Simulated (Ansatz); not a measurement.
Isolated molecules relaxed with PBE0-D4/def2-TZVP in Ansatz; ΔE leaves out vibrations. CCSD(T)/CBS adds triple-zeta CCSD(T) − MP2 to the extrapolated MP2 energy (def2 sets, frozen cores). Functionals use def2-TZVPP. B3LYP here is the variant with VWN-RPA as its local correlation; programs differ in this. Each species was taken in one conformer, which may not be the lowest.

`CC(=O)CC(=O)CC(C)C` + `[SiH3]S` → `CC(C)S[SiH3]` + `CC(=O)CC(C)=O`  (substitution at a C–C bond)

Task: Is it downhill or uphill in electronic energy at CCSD(T)/CBS, and by how much? (Estimate.)

Result: Ansatz gave: Uphill: ΔE = +1.5 kcal/mol.

Task: What do these levels give: B3LYP-D4, ωB97X-V, PBE, r2SCAN, B3LYP, HF/def2-TZVPP, MP2/def2-TZVPP, SCS-MP2/def2-TZVPP, CCSD/def2-TZVPP, CCSD(T)/def2-TZVPP, HF/def2-QZVPP, HF/CBS(def2)? (Estimate.)

Result: Computed: B3LYP-D4 0.3, ωB97X-V 1.7, PBE -0.2, r2SCAN 0.4, B3LYP 0.5, HF/def2-TZVPP 2.0, MP2/def2-TZVPP 1.7, SCS-MP2/def2-TZVPP 1.8, CCSD/def2-TZVPP 2.8, CCSD(T)/def2-TZVPP 2.5, HF/def2-QZVPP 2.0, HF/CBS(def2) 1.9 kcal/mol.

Largest T1 diagnostic among the species: 0.015.

From PBE to PBE0 (25 % exact exchange), in def2-TZVPP and without D4, ΔE moves by +0.8 kcal/mol.
